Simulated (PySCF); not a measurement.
Energy of Tc⁺ (technetium, charge +1) between two integer charges

The 5s alpha orbital of [Kr] 4d5 5s1 is emptied in steps (occupation f), with all orbitals relaxed, ending at [Kr] 4d5. All numbers are calculated (PySCF 2.14, a scalar-relativistic core potential, in def2-TZVP with the def2 core potential (28 electrons) (6s4p3d1f, 40 functions)). The exact energy is a straight line in f; departures are measured from the line between the end points of the same method.

| f | TPSS (eV) |
| --- | --- |
| 1 | 0.000 |
| 0.9 | -0.297 |
| 0.7 | -0.695 |
| 0.5 | -0.831 |
| 0.3 | -0.702 |
| 0.1 | -0.303 |
| 0 | 0.000 |

**Question.** For TPSS, how does the orbital energy at f = 1 compare with the removal energy?

**Answer.** −ε = 12.139 eV against a total-energy difference of 15.433 eV. By Janak's theorem ε = ∂E/∂f, so the gap between them reflects the curvature. Along the path −ε is 12.789 (f = 0.9), 14.095 (f = 0.7), 15.411 (f = 0.5), 16.747 (f = 0.3), 18.117 (f = 0.1) eV.

Reference removal energy between the ground levels: 15.26 eV (semi-empirical (NIST evaluation); NIST Atomic Spectra Database, ionization energies).
